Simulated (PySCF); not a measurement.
Ligand exchange on a metal centre used in film growth or etching (Zn Cl-H). Isolated molecules, 0 K electronic values unless said otherwise.

Calculation: B3LYP-D3(BJ)/def2-TZVP // BP86-D3(BJ)/def2-SVP run with PySCF. B3LYP has the VWN-RPA correlation part, as in Gaussian. 

| species | HOMO–LUMO gap (eV) | charge on the central atom (meta-Löwdin) (e) |
|---|---|---|
| 0 of 2 Cl replaced by H ([Zn(Cl)2]) | 6.75 | 1.23 |
| 1 of 2 Cl replaced by H | 7.68 | 1.02 |
| 2 of 2 Cl replaced by H | 6.88 | 0.87 |
